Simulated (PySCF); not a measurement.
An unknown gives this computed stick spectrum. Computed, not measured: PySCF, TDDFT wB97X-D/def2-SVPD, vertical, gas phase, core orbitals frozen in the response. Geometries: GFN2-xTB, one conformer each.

```json
{"state": "S1", "ν̃ (cm⁻¹)": "43450", "f": "0.061", "main configurations (H = HOMO, L = LUMO)": "H→L (94%)"}
{"state": "S2", "ν̃ (cm⁻¹)": "44420", "f": "0.036", "main configurations (H = HOMO, L = LUMO)": "H-1→L (93%)"}
{"state": "S3", "ν̃ (cm⁻¹)": "52040", "f": "0.0006", "main configurations (H = HOMO, L = LUMO)": "H-2→L (44%), H-1→L+1 (25%), H→L+2 (20%)"}
{"state": "S4", "ν̃ (cm⁻¹)": "52590", "f": "0.0014", "main configurations (H = HOMO, L = LUMO)": "H-2→L (42%), H-1→L+1 (24%), H→L+2 (21%)"}
{"state": "S5", "ν̃ (cm⁻¹)": "53920", "f": "0.026", "main configurations (H = HOMO, L = LUMO)": "H→L+1 (84%), H-1→L+2 (8%)"}
{"state": "S6", "ν̃ (cm⁻¹)": "56440", "f": "0.188", "main configurations (H = HOMO, L = LUMO)": "H-1→L+2 (70%), H-1→L+1 (9%), H→L+2 (9%)"}
{"state": "S7", "ν̃ (cm⁻¹)": "57340", "f": "0.263", "main configurations (H = HOMO, L = LUMO)": "H→L+2 (39%), H-1→L+1 (33%), H-1→L+2 (14%)"}
{"state": "S8", "ν̃ (cm⁻¹)": "61770", "f": "0.149", "main configurations (H = HOMO, L = LUMO)": "H-1→L+4 (52%), H-4→L (16%)"}
```

Orbital energies (eV): HOMO-3 -11.77, HOMO-2 -10.80, HOMO-1 -9.86, HOMO -9.79, LUMO 0.15, LUMO+1 1.13, LUMO+2 1.26.

Question: Which structure fits? All have the formula FH9OSi4.
A. `[SiH3][SiH](O[SiH2]F)[SiH3]`
B. `F[Si@@H](O[SiH3])[SiH2][SiH3]`
C. `F[SiH2][SiH2][SiH2]O[SiH3]`
D. `O[SiH2][Si](F)([SiH3])[SiH3]`

Answer: D. Its S1, at 5.39 eV, is the lowest among the candidates; the nearest of the others has S1 at 5.95 eV. S1 is HOMO→LUMO (94%). Löwdin shares by element: HOMO silicon 60% or more, fluorine 10% (atoms not listed hold the other 30%); LUMO silicon 71% (atoms not listed hold the other 29%). At the same level the other candidates give, for their lowest levels:
- `F[SiH2]O[SiH]([SiH3])[SiH3]`: 5.95 eV (f 0.053); 6.55 eV (f 0.021); 6.58 eV (f 0.130); 7.34 eV (f 0.018); 7.52 eV (f 0.039); T1 5.27 eV; HOMO -9.75, LUMO 0.71 eV
- `F[Si@@H](O[SiH3])[SiH2][SiH3]`: 6.49 eV (f 0.196); 6.71 eV (f 0.010); 7.24 eV (f 0.070); 7.42 eV (f 0.043); 7.61 eV (f 0.010); T1 5.59 eV; HOMO -9.97, LUMO 0.78 eV
- `F[SiH2][SiH2][SiH2]O[SiH3]`: 6.05 eV (f 0.051); 6.30 eV (f 0.098); 6.77 eV (f 0.006); 6.89 eV (f 0.008); 7.07 eV (f 0.051); T1 5.39 eV; HOMO -9.83, LUMO 0.60 eV

Conformer computed: `[OH:1][SiH2:2][Si:3]([F:4])([SiH3:5])[SiH3:6]`: O1–Si2–Si3–F4 180°, H–O1–Si2–Si3 180°.
Triplets come from the Tamm–Dancoff approximation.
